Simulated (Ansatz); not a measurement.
Consider the ligand exchange at the In–N bond: `C[N](C)[In]([Cl])[Cl]` + H₂S → `[SH][In]([Cl])[Cl]` + dimethylamine.

Computed with Ansatz on PBE0-D4/def2-TZVP structures; ΔE is electronic, products minus reactants. CCSD(T)/CBS is the MP2 limit (def2-TZVPP, def2-QZVPP) plus CCSD(T) − MP2 in def2-TZVPP, frozen cores. This one scheme is used for every species. Functionals use def2-TZVPP. HSE06 is defined as in plane-wave codes. def2 core potentials past Kr. For In outer-core shells are correlated without core-valence functions, which leaves a few kJ/mol of doubt a bond. One conformer a species, not always the lowest.

```tsv
level	ΔE (eV)
HSE06-D4	-0.90
BHLYP-D4	-0.89
CAM-B3LYP-D4	-0.81
r2SCANh	-0.90
```

Q: What does CCSD(T)/CBS give? (An estimate is asked.)

A: Ansatz gave: -0.75 eV. The listed levels differ from it by -0.15, -0.14, -0.06, -0.15 eV.

Largest T1 diagnostic among the species: 0.014.

From BLYP to BHLYP (50 % exact exchange), in def2-TZVPP and without D4, ΔE moves by −0.06 eV. The D4 term adds +0.07 eV with B3LYP and +0.04 eV with PBE0; it sums over pairs of atoms, weighted by their polarisabilities, and B3LYP, whose exchange is more repulsive, gets the larger term.

B3LYP here is the variant with VWN-RPA as its local correlation; programs differ in this.
